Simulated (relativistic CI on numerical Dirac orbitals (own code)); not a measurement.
## Ti²⁺ in a cubic cluster: 2p photoemission with charge transfer

Computed with a charge-transfer multiplet model of a cubic metal-ligand cluster with up to one ligand hole, Slater and spin-orbit integrals from Dirac-Coulomb-Breit ions, Slater integrals scaled by 0.7. The ground state mixes d2 with configurations of k ligand holes L, whose averages lie at kΔ + k(k − 1)U_dd/2; a core hole lowers each added d electron by U_cd. 300 K, Lorentzian 0.6 eV and Gaussian 0.8 eV FWHM.

Atomic integrals in eV (Slater integrals scaled, ζ unscaled), ground: F2dd 5.756, F4dd 3.579, zeta_d 0.013; with the core hole: F2dd 7.186, F4dd 4.510, zeta_d 0.027, zeta_core 3.743, F2cd 3.935, G1cd 2.866, G3cd 1.625.

Cluster parameters (eV): Δ = 7.1, U_dd = 4.9, 10Dq = 0.95, 10Dq(ligand) = 0.8, V(eg) = 1.75, V(t2g) = -0.91, final-state hopping factor = 0.8.

| Case | n_d | d2 | d3L | S |
| --- | --- | --- | --- | --- |
| U_cd = 4.9 eV | 2.17 | 0.83 | 0.17 | 1.00 |
| U_cd = 5.5 eV | 2.17 | 0.83 | 0.17 | 1.00 |
| U_cd = 6.1 eV | 2.17 | 0.83 | 0.17 | 1.00 |
| U_cd = 6.7 eV | 2.17 | 0.83 | 0.17 | 1.00 |
| U_cd = 7.3 eV | 2.17 | 0.83 | 0.17 | 1.00 |

Weights, n_d and S are thermal averages at 300 K. Binding energies count from the first peak over 30 % of the highest in each spectrum, which can be another peak from case to case. The parameters are a model scan and need not match a compound or its usual spin state. Peaks in eV (height, largest 100):
- U_cd = 4.9 eV: 0.0 (100), 3.4 (11), 6.0 (51)
- U_cd = 5.5 eV: 0.0 (100), 3.4 (13), 6.0 (52)
- U_cd = 6.1 eV: 0.0 (100), 3.3 (15), 6.1 (54)
- U_cd = 6.7 eV: 0.0 (100), 3.2 (17), 6.1 (58), 12.6 (6)
- U_cd = 7.3 eV: 0.0 (100), 3.0 (19), 6.2 (62), 12.6 (8)

For the case U_cd = 6.1 eV, Δ = 7.1 eV is larger than U_dd = 4.9 eV, the Mott-Hubbard side of the Zaanen-Sawatzky-Allen scheme. With the core hole the configuration with one ligand hole lies at Δ − U_cd = 2.2, 1.6, 1.0, 0.4, -0.2 eV from the one without, in the order of the table; where this is negative the screened configuration lies lower, though the effective hopping of about 3.1 eV (from the holes of the mixed ground state) mixes the two strongly wherever it is as large as the gap.

With at most 1 ligand hole the space is cut while the next configuration still counts, so covalency is underestimated, and a final configuration with one more ligand hole, which can lie low, is missing from the spectra.
